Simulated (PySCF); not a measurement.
Species: C₇H₁₅ (doublet state).
Geometry (PBE0-D3(BJ)/def2-SVP, Å), atoms numbered from 1 in this order:
```
atom  x, y, z in Å
C1     1.5157   -1.0250    1.0250
C2     0.9283   -0.0137    0.0975
C3     1.7643    0.5091   -1.0228
C4    -0.5821    0.1454    0.0376
C5    -1.1647   -0.9634   -0.8606
C6    -1.2053    0.0273    1.4337
C7    -0.9730    1.5070   -0.5488
H8     1.2709   -0.8231    2.0816
H9     2.6117   -1.0572    0.9406
H10    1.1466   -2.0514    0.8202
H11    1.6226    1.5898   -1.1897
H12    1.5285    0.0192   -1.9909
H13    2.8349    0.3410   -0.8349
H14   -0.9309   -1.9634   -0.4631
H15   -2.2618   -0.8774   -0.9275
H16   -0.7608   -0.9015   -1.8831
H17   -0.7896    0.7832    2.1185
H18   -1.0364   -0.9644    1.8787
H19   -2.2944    0.1821    1.3797
H20   -0.6333    1.6203   -1.5889
H21   -0.5437    2.3317    0.0419
H22   -2.0683    1.6230   -0.5463
```

The hyperfine couplings belong to this conformer and change with its torsions.

Identity: `CC(C)([C](C)C)C` [radical].

Computed with PySCF 2.14.0, UKS B3LYP, IGLO-III on C, pcH-1 on H, non-relativistic, mean-field spin-orbit, GIAO. Isolated species at its PBE0-D3(BJ)/def2-SVP geometry, gas phase. Stability of the SCF solution: not tested.

**Question.** Match the computed a_iso(13C) values +113.4, -29.5, +23.6, -23.2 MHz (means over equivalent nuclei) with the sites C1/C3; C2; C4; C5/C6/C7.

**Answer.** 
```tsv
site	a_iso (MHz)	ρ(0) (bohr⁻³)	position	distance from C2 (Å)	spin population	largest |T| (MHz)
C1/C3	-29.5	-0.0263	1 bond from C2	1.49	-0.10	2.9
C2	+113.4	+0.1009	largest spin population	0.00	+1.00	155.4
C4	-23.2	-0.0206	1 bond from C2	1.52	-0.06	2.0
C5/C6/C7	+23.6	+0.0210	2 bonds from C2	2.51	+0.02	4.9
```

**Question.** Match the computed a_iso(1H) values +70.8, +0.7 MHz (means over equivalent nuclei) with the sites H8 (×6); H14 (×9).

**Answer.** 
```tsv
site	a_iso (MHz)	ρ(0) (bohr⁻³)	position	distance from C2 (Å)	bound to	spin population there	largest |T| (MHz)
H8 (×6)	+70.8	+0.0158	β, 2 bonds from C2, on C1 of spin population -0.10	2.17	C1/C3	-0.10	8.3
H14 (×9)	+0.7	+0.0002	γ, 3 bonds from C2	3.01	C5/C6/C7	+0.02	5.1
```

ρ(0) is the spin density at the nucleus and T the dipolar tensor; entries for several nuclei are means. The Mulliken spin populations are largest on C2 (+1.00), C3 (-0.10), C1 (-0.10) and H12 (+0.07). C2 is the only atom above +0.15. The angles at C2 add up to 357.4°, so it is nearly planar.

β density exceeds α density at some nuclei, such as C1/C3 (-0.0263) and C4 (-0.0206), spin density in bohr⁻³. In a single determinant that takes different orbitals for the two spins, that is spin polarisation.

Class means assume fast exchange of nuclei equivalent by connectivity; if that motion is slow, each nucleus keeps its own coupling. The six 1H nuclei of mean +70.8 MHz run from 4.8 to 131.4 MHz in the frozen geometry. The nine 1H nuclei of mean +0.7 MHz run from -2.5 to 16.6 MHz in the frozen geometry. The 13C value of +23.6 MHz is a mean of couplings from 13.1 to 44.4 MHz in this one geometry, not an average over conformers.
